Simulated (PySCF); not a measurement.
**Ionisation energy of Rh⁴¹⁺ by level of theory**

Rh⁴¹⁺ [He] 2s2 → Rh⁴²⁺ [He] 2s1 [2s1/2^1, M_J = 1/2], as a difference of total energies. All numbers are calculated (PySCF 2.14, the two-component X2C-1e Hamiltonian, in an uncontracted even-tempered set (17 s from 20 bohr⁻², ratio 2.4; 12 p from 26 bohr⁻², ratio 2.4; 5 d from 83 bohr⁻², ratio 2.6; 4 f from 120 bohr⁻², ratio 2.6)). Correlated levels: nothing frozen; the 32 highest virtual spinors dropped. "Screened" scales the spin-orbit matrix elements by Boettger's factors to mimic the two-electron term; Breit and QED terms are absent.

| method | ionisation energy (eV) |
| --- | --- |
| GMP2 (spin-free) | 6447.5 |
| GHF (screened spin-orbit) | 6441.7 |
| GMP2 (screened spin-orbit) | 6447.7 |

Question: How much does correlation contribute at GMP2 (screened spin-orbit)?

Answer: 6447.7 − (6441.7) = 6.0 eV, measured against GHF (screened spin-orbit).

For this ion Breit and QED terms and the two-electron picture change, all absent here, outweigh the correlation shift from GHF to GMP2.

For comparison: 6444 ± 6 eV (semi-empirical (NIST evaluation); NIST Atomic Spectra Database, ionization energies).
